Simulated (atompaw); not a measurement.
# Tl (Z = 81): one change to a PAW (atompaw) potential, before and after

Tl (Z = 81), PAW, made with atompaw 4.2.0.5 (LDA (PW92), scalar-relativistic). Core [Xe] 4f14, reference 5d10 6s1.5 6p1.5. Waves: 6s (bound): rc 2.70 bohr; 6s channel at 1.2 Ry: rc 1.65 bohr; 6p (bound): rc 2.70 bohr; 6p channel at 0.6 Ry: rc 2.70 bohr; 5d (bound): rc 2.70 bohr; 5d channel at -0.55 Ry: rc 2.70 bohr; 5f channel at -0.05 Ry: rc 2.40 bohr; 5f channel at 2.7 Ry: rc 2.70 bohr. Local part: ultrasoft scheme with l = 4 at 0 Ry, radius 2.70 bohr. Core correction: smooth core density matched at 2.55 bohr. Augmentation charge: sinc compensation charge, radius 2.45 bohr; PAW radius 2.70 bohr; waves and projectors: custom rrkj gramschmidtortho.

Change: waves 6s (bound); 6s channel at 1.2 Ry; 6p (bound); 6p channel at 0.6 Ry; 5d (bound); 5d channel at -0.55 Ry; 5f channel at -0.05 Ry; 5f channel at 2.7 Ry; augmentation sinc compensation charge, radius 2.45 bohr; PAW radius 2.70 bohr; waves and projectors: bloechl.

Cutoffs: the cutoffs (Ry, on a coarse ladder) from which the occupation-weighted sum of valence levels, in a spherical-Bessel basis at the reference potential, stays within 10 and 1 mRy of its value at 400 Ry; they do not see the model core or the augmentation charge, which bear on the density cutoff.

Q: What does the change do?

A: The potential gets harder (15 Ry and 25 Ry → 30 Ry and 40 Ry); the bound ghost in s disappears; the range in which the s phases agree widens (upper end -0.3 → 3.4); the range in which the d phases agree widens (upper end 1.2 → at the end of the scan).

```tsv
quantity	base	changed
cutoff, loose	15 Ry	30 Ry
cutoff, tight	25 Ry	40 Ry
loose cutoff by channel (10 mRy a level)	s 6 Ry, p 6 Ry, d 10 Ry	s 6 Ry, p 6 Ry, d 21 Ry
bound ghosts	s	none
s: phases at 2.71 bohr within 0.05 rad from the reference energy up to (Ry; the scan ends near 5)	-0.3	3.4
p: phases at 2.71 bohr within 0.05 rad from the reference energy up to (Ry; the scan ends near 5)	4.0	4.0
d: phases at 2.71 bohr within 0.05 rad from the reference energy up to (Ry; the scan ends near 5)	1.2	to the end of the scan
f: phases at 2.71 bohr within 0.05 rad from the reference energy up to (Ry; the scan ends near 5)	4.8	4.0
lowest overlap eigenvalue by channel	s 0.08, p 0.54, d 0.07, f 0.93	s 0.36, p 0.00, d 0.86, f 0.37
```

 A true bound ghost makes a file unfit for plane-wave use even where its test errors are small: the radial tests pick states by their node count and pass the ghost by. The cutoffs see the waves, projectors and local potential, not the compensation charge or the core.
